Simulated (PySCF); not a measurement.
C₃H₆ClFSi.
Numbering: `[CH2:1]=[CH:2][Si@:3]([CH3:4])([F:5])[Cl:6]` (hydrogens: H7, H8 on C1; H9 on C2; H10, H11, H12 on C4)

Method: PySCF 2.14.0, PBE0-D3(BJ)/def2-SVP geometry optimisation, gas phase; density fitting, grid level 1; the optimiser is geomeTRIC in internal coordinates, started from a GFN2-xTB structure with every atom displaced at random (about 0.01 Å).

Step 0: E = -26304.3153 eV
```
atom  x, y, z in Å  |  force x, y, z in eV/Å
C1     -1.9695   -0.6671   -0.3544   -0.359   0.106  -1.018
C2     -1.2240   -0.2070    0.6253    1.094   0.594   1.024
Si3     0.3671    0.7505    0.4006    1.104  -1.522   0.245
C4      1.8221   -0.2116   -0.4275   -2.501   0.060   0.740
F5      0.8744    1.0934    1.9039    0.006   0.041   0.217
Cl6     0.0854    2.5358   -0.4950   -0.204   0.705  -0.562
H7     -2.8942   -1.1850   -0.1745   -0.597  -0.483   0.094
H8     -1.7276   -0.4674   -1.3988    0.046  -0.067  -0.237
H9     -1.5247   -0.3983    1.6668    0.031   0.030  -0.076
H10     2.6950    0.3799   -0.4607    1.386   0.986  -0.042
H11     2.0088   -1.1222    0.1390    0.085  -0.303   0.282
H12     1.5353   -0.5012   -1.4297   -0.091  -0.149  -0.667
```

Step 1: E = -26304.4770 eV
```
atom  x, y, z in Å  |  force x, y, z in eV/Å
C1     -1.8884   -0.6653   -0.3727   -0.047   0.039   0.147
C2     -1.1955   -0.1744    0.6616    0.014  -0.019   0.087
Si3     0.4122    0.7374    0.4965   -0.171   0.011  -0.590
C4      1.7113   -0.2176   -0.4360    0.253   0.345   0.295
F5      0.9224    1.1110    1.9914    0.062  -0.034  -0.084
Cl6     0.0944    2.5188   -0.5321    0.065  -0.172   0.202
H7     -2.8258   -1.2163   -0.2297    0.045   0.021  -0.025
H8     -1.5690   -0.5229   -1.4091    0.036  -0.001  -0.081
H9     -1.5782   -0.3385    1.6767   -0.046  -0.008   0.020
H10     2.6355    0.3939   -0.4923   -0.195  -0.232  -0.049
H11     1.9350   -1.1516    0.0990    0.062  -0.053   0.020
H12     1.3942   -0.4749   -1.4584   -0.078   0.104   0.057
```

Q: Estimate the geometry and energy of step 2. (The exact step hangs on the optimiser's Hessian estimate; all steps are aligned on step 1, rigid shifts and turns removed.)

A: E = -26304.4938 eV, largest force 0.190 eV/Å
```
atom  x, y, z in Å  |  force x, y, z in eV/Å
C1     -1.8894   -0.6600   -0.3670   -0.042  -0.018   0.008
C2     -1.2042   -0.1795    0.6758    0.065   0.010  -0.011
Si3     0.4024    0.7265    0.4738   -0.111   0.094  -0.123
C4      1.7160   -0.2136   -0.4282    0.108   0.030   0.097
F5      0.9322    1.1008    1.9601    0.055   0.012   0.067
Cl6     0.0876    2.5146   -0.5273    0.013  -0.099   0.066
H7     -2.8292   -1.2096   -0.2476   -0.007   0.003   0.008
H8     -1.5497   -0.5168   -1.3997   -0.008  -0.003  -0.007
H9     -1.5893   -0.3392    1.6918   -0.008   0.009  -0.031
H10     2.6353    0.3904   -0.4976   -0.046  -0.037  -0.024
H11     1.9495   -1.1475    0.1068   -0.008   0.002  -0.022
H12     1.3870   -0.4661   -1.4462   -0.013  -0.003  -0.029
```

The energy changes by -0.0168 eV. The first-order estimate −F·Δx gives -0.0323 eV and the mean of the old and new forces, exact on a quadratic surface, -0.0168 eV. The step makes an angle of 59° with the force vector and moves no atom by more than 0.034 Å.

What follows is the cost of the whole optimisation. On an Arm Neoverse V1 with one thread, no GPU, shared host, this took 39 s wall and 0.51 GiB of memory at its peak.
